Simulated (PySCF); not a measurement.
TDDFT excited states: C3H11NOSi2

Species: C3H11NOSi2.
Structure used (GFN2-xTB), in Å, numbered top down from 1:
```
atom  x, y, z in Å
C1    -1.759   -1.164   -0.970
C2    -1.620   -0.228   -0.043
C3    -2.810    0.309    0.689
Si4    0.026    0.563    0.434
N5     1.325   -0.420   -0.136
Si6    3.011   -0.023   -0.200
O7     3.353    1.064    0.950
H8    -0.919   -1.559   -1.518
H9    -2.722   -1.581   -1.230
H10   -2.875    1.388    0.553
H11   -2.707    0.122    1.757
H12   -3.736   -0.146    0.342
H13    0.092    1.925   -0.113
H14    0.120    0.639    1.905
H15    1.064   -1.241   -0.653
H16    3.720   -1.289   -0.004
H17    3.402    0.695   -1.406
H18    3.023    0.952    1.837
```

Method used: TDDFT B3LYP/def2-SVPD, vertical, gas phase, core orbitals frozen in the response in PySCF.

**Question.** Predict the UV-vis stick spectrum at this level.

**Answer.** 

```
state  λ (nm)  E (eV)       f   main configurations (H = HOMO, L = LUMO)
   S1   211.8    5.85  0.0063                                  H→L (99%)
   S2   203.2    6.10  0.0048                                H→L+1 (96%)
   S3   195.8    6.33  0.0092                                H→L+2 (95%)
   S4   187.2    6.62  0.0018  H-1→L+1 (66%), H-1→L+2 (20%), H-2→L (11%)
   S5   184.8    6.71  0.0064                 H-2→L (73%), H-1→L+2 (10%)
   S6   181.8    6.82   0.110  H-1→L (41%), H-1→L+2 (27%), H-1→L+1 (17%)
   S7   181.7    6.82  0.0092                                H→L+3 (77%)
   S8   177.7    6.98   0.102  H-1→L+3 (54%), H-1→L (27%), H-1→L+2 (10%)
```

Triplets, Tamm–Dancoff:

```csv
state,E (eV),λ (nm),"main configurations (H = HOMO, L = LUMO)"
T1,4.34,286.0,H-1→L (94%)
T2,5.75,215.5,H→L (95%)
T3,5.94,208.7,"H→L+1 (82%), H→L+2 (11%)"
```

The lowest singlet comes at 212 nm (565 kJ/mol) in the ultraviolet; it is weak; its leading configuration is HOMO→LUMO (99%). The most intense listed level is S6 at 6.82 eV (182 nm, f = 0.110), 0.97 eV above S1. S6/S7 lie within about 0.01 eV of each other. Löwdin shares by element: HOMO nitrogen 53%, silicon 21%, hydrogen 6% or more (atoms not listed hold the other 20%); LUMO carbon 63% or more, silicon 8% or more, hydrogen 6% or more (atoms not listed hold the other 22%). Of the 8 states listed, 2 reach f = 0.01 and none stays under 0.0005. Weighted by f, the mean energy of these states is 6.82 eV. The listed states span 1.12 eV, and the widest gap between neighbours is 0.29 eV (S3 to S4). No computed singlet lies in the visible range (380 to 750 nm); the lowest, at 212 nm, stands 2.59 eV above its violet end (3.26 eV). The window holds the lowest 8 singlets.

One conformer stands for the species.
